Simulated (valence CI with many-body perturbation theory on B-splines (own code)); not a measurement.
# Tl30+: E2, M1 decay

Computed by configuration interaction combined with many-body perturbation theory (CI+MBPT): five valence electrons over a frozen Dirac-Fock core [Kr] 4d10, radial functions for each j: 7 s, 7 p, 7 d, 7 f, 4 g, 2 h, with the one-electron correlation potential Σ1, the two-electron term Σ2, the three-electron term Σ3, Breit, model QED; selected CI, second order for the rest, scaled by the run's own slope (own B-spline code, finite nucleus).

The last digits are not significant, and no measured levels were compared; by estimate large intervals hold to a few tenths of a per cent, small ones and those within an open d or f shell to about a per cent. Core correlation moves these levels by up to 5800 cm⁻¹, and in measured spectra 5 to 20 % of such shifts remained as error; rates that hang on mixing are uncertain with them. Among the levels kept, up to 780 cm⁻¹ of a level comes from second order outside the variational space, and about a tenth of that is noise between levels of different J, which matters for small intervals. Only levels of the ground parity were solved; by the run's estimate the other parity begins above the list, which can be wrong where configurations are misplaced.

Lines 1 to 50 of 120 in falling wavelength, among levels below 153650 cm⁻¹, chosen from the decays that carry over 1 % of a level's rate. Wavelengths and rates use the calculated energies. Electric multipoles are in the length gauge, E1 and E2 with the static RPA response of the core. Weak lines are less certain than strong ones. Lines between different terms over intervals too small for the method are left out, as are lines whose strength nearly cancels. Where a level lies close to another of its J and parity, the split of strength between their lines is uncertain. Branching is blank where the lifetime is uncertain.

Levels are named by their leading jj configuration (3d3/2^4 stands for four electrons in 3d with j = 3/2), which in mixed levels can hold well under half, so a name can repeat and another be missing. Letters in brackets count levels of one name in rising energy.

```tsv
λ vac (Å)	Upper	Lower	Type	A (s⁻¹)	Branch %
39840	(4f5/2^4 4f7/2) J=13/2	(4f5/2^4 4f7/2) J=15/2	M1	3.06e-01	1.3
24650	(4f5/2^4 4f7/2) J=1/2	(4f5/2^4 4f7/2) J=3/2 [a]	M1	6.76e+00	99.1
19130	(4f5/2^3 4f7/2^2) J=21/2	(4f5/2^3 4f7/2^2) J=19/2	M1	2.13e+00	100.0
18920	(4f5/2^4 4f7/2) J=15/2	(4f5/2^3 4f7/2^2) J=11/2 [a]	E2	4.42e-08	
12830	(4f5/2^4 4f7/2) J=13/2	(4f5/2^3 4f7/2^2) J=11/2 [a]	M1	2.26e+01	98.7
12140	(4f5/2^3 4f7/2^2) J=17/2 [b]	(4f5/2^3 4f7/2^2) J=19/2	M1	8.09e-01	2.4
9901	(4f5/2^3 4f7/2^2) J=17/2 [b]	(4f5/2^3 4f7/2^2) J=15/2 [b]	M1	1.54e+01	46.1
8006	(4f5/2^3 4f7/2^2) J=11/2 [a]	(4f5/2^3 4f7/2^2) J=9/2 [a]	M1	1.36e+02	100.0
7947	(4f5/2^4 4f7/2) J=5/2	(4f5/2^4 4f7/2) J=7/2	M1	1.45e+01	1.3
7887	(4f5/2^4 4f7/2) J=11/2	(4f5/2^4 4f7/2) J=9/2 [a]	M1	4.38e+01	10.1
7294	(4f5/2^3 4f7/2^2) J=9/2 [c]	(4f5/2^3 4f7/2^2) J=7/2 [b]	M1	6.63e+01	6.3
7253	(4f5/2^3 4f7/2^2) J=5/2 [b]	(4f5/2^3 4f7/2^2) J=5/2 [a]	M1	4.27e+01	1.5
6950	(4f5/2^3 4f7/2^2) J=3/2 [b]	(4f5/2^3 4f7/2^2) J=5/2 [b]	M1	6.13e+01	8.0
6789	(4f5/2^3 4f7/2^2) J=7/2 [a]	(4f5/2^3 4f7/2^2) J=9/2 [a]	M1	1.49e+01	2.1
6781	(4f5/2^3 4f7/2^2) J=19/2	(4f5/2^3 4f7/2^2) J=17/2 [a]	M1	8.17e+01	100.0
6552	(4f5/2^4 4f7/2) J=9/2 [a]	(4f5/2^3 4f7/2^2) J=7/2 [a]	M1	1.44e+02	67.3
6206	(4f5/2^3 4f7/2^2) J=9/2 [b]	(4f5/2^4 4f7/2) J=9/2 [a]	M1	3.35e+01	1.0
5956	(4f5/2^3 4f7/2^2) J=17/2 [a]	(4f5/2^3 4f7/2^2) J=15/2 [a]	M1	6.89e+01	6.0
5713	(4f5/2^4 4f7/2) J=9/2 [a]	(4f5/2^3 4f7/2^2) J=11/2 [a]	M1	1.00e+01	4.7
5512	(4f5/2^3 4f7/2^2) J=3/2 [b]	(4f5/2^3 4f7/2^2) J=3/2 [a]	M1	1.26e+01	1.7
5358	(4f5/2^3 4f7/2^2) J=9/2 [a]	(4f5/2^4 4f7/2) J=7/2	M1	5.06e+02	100.0
5224	(4f5/2^3 4f7/2^2) J=11/2 [b]	(4f5/2^4 4f7/2) J=9/2 [a]	M1	1.94e+01	1.1
4805	(4f5/2^3 4f7/2^2) J=7/2 [a]	(4f5/2^4 4f7/2) J=5/2	M1	4.23e+02	60.7
4766	(4f5/2^3 4f7/2^2) J=5/2 [a]	(4f5/2^3 4f7/2^2) J=7/2 [a]	M1	1.29e+02	3.0
4471	(4f5/2^3 4f7/2^2) J=15/2 [a]	(4f5/2^4 4f7/2) J=13/2	M1	1.46e+02	17.0
4467	(4f5/2^4 4f7/2) J=11/2	(4f5/2^4 4f7/2) J=13/2	M1	1.03e+01	2.4
4422	(4f5/2^3 4f7/2^2) J=7/2 [b]	(4f5/2^3 4f7/2^2) J=5/2 [a]	M1	3.47e+02	12.2
4366	(4f5/2^3 4f7/2^2) J=9/2 [c]	(4f5/2^3 4f7/2^2) J=11/2 [b]	M1	1.11e+01	1.1
4351	(4f5/2^3 4f7/2^2) J=17/2 [b]	(4f5/2^3 4f7/2^2) J=17/2 [a]	M1	8.59e+00	25.8
4160	(4f5/2^3 4f7/2^2) J=15/2 [b]	(4f5/2^3 4f7/2^2) J=13/2 [a]	M1	3.42e+02	39.1
4020	(4f5/2^3 4f7/2^2) J=15/2 [a]	(4f5/2^4 4f7/2) J=15/2	M1	7.12e+02	83.0
3896	(4f5/2^4 4f7/2) J=7/2	(4f5/2^5) J=5/2	M1	1.01e+03	100.0
3856	(4f5/2^3 4f7/2^2) J=9/2 [c]	(4f5/2^3 4f7/2^2) J=9/2 [b]	M1	8.89e+01	8.5
3846	(4f5/2^2 4f7/2^3) J=15/2	(4f5/2^3 4f7/2^2) J=17/2 [a]	M1	1.08e+02	3.0
3571	(4f5/2^3 4f7/2^2) J=13/2 [a]	(4f5/2^4 4f7/2) J=13/2	M1	6.35e+02	52.3
3549	(4f5/2^3 4f7/2^2) J=3/2 [b]	(4f5/2^3 4f7/2^2) J=5/2 [a]	M1	8.41e+01	11.0
3537	(4f5/2^3 4f7/2^2) J=11/2 [c]	(4f5/2^3 4f7/2^2) J=11/2 [b]	M1	2.21e+02	23.7
3529	(4f5/2^3 4f7/2^2) J=7/2 [b]	(4f5/2^4 4f7/2) J=9/2 [a]	M1	1.20e+02	4.2
3434	(4f5/2^3 4f7/2^2) J=11/2 [c]	(4f5/2^3 4f7/2^2) J=13/2 [a]	M1	1.28e+01	1.4
3420	(4f5/2^4 4f7/2) J=9/2 [b]	(4f5/2^3 4f7/2^2) J=9/2 [b]	M1	2.22e+02	8.5
3405	(4f5/2^3 4f7/2^2) J=9/2 [c]	(4f5/2^4 4f7/2) J=11/2	M1	4.16e+01	4.0
3370	(4f5/2^3 4f7/2^2) J=15/2 [b]	(4f5/2^3 4f7/2^2) J=15/2 [a]	M1	1.18e+02	13.4
3350	(4f5/2^3 4f7/2^2) J=5/2 [c]	(4f5/2^3 4f7/2^2) J=5/2 [b]	M1	1.03e+02	2.9
3334	(4f5/2^4 4f7/2) J=9/2 [a]	(4f5/2^3 4f7/2^2) J=9/2 [a]	M1	1.95e+01	9.1
3313	(4f5/2^4 4f7/2) J=11/2	(4f5/2^3 4f7/2^2) J=11/2 [a]	M1	3.95e+01	9.0
3225	(4f5/2^3 4f7/2^2) J=13/2 [b]	(4f5/2^3 4f7/2^2) J=11/2 [b]	M1	4.68e+02	46.7
3187	(4f5/2^3 4f7/2^2) J=9/2 [b]	(4f5/2^3 4f7/2^2) J=7/2 [a]	M1	6.18e+01	1.9
3139	(4f5/2^3 4f7/2^2) J=13/2 [b]	(4f5/2^3 4f7/2^2) J=13/2 [a]	M1	1.59e+02	15.8
3060	(4f5/2^4 4f7/2) J=9/2 [b]	(4f5/2^4 4f7/2) J=11/2	M1	1.29e+02	4.9
2995	(4f5/2^3 4f7/2^2) J=7/2 [a]	(4f5/2^4 4f7/2) J=7/2	M1	2.22e+02	31.9
```
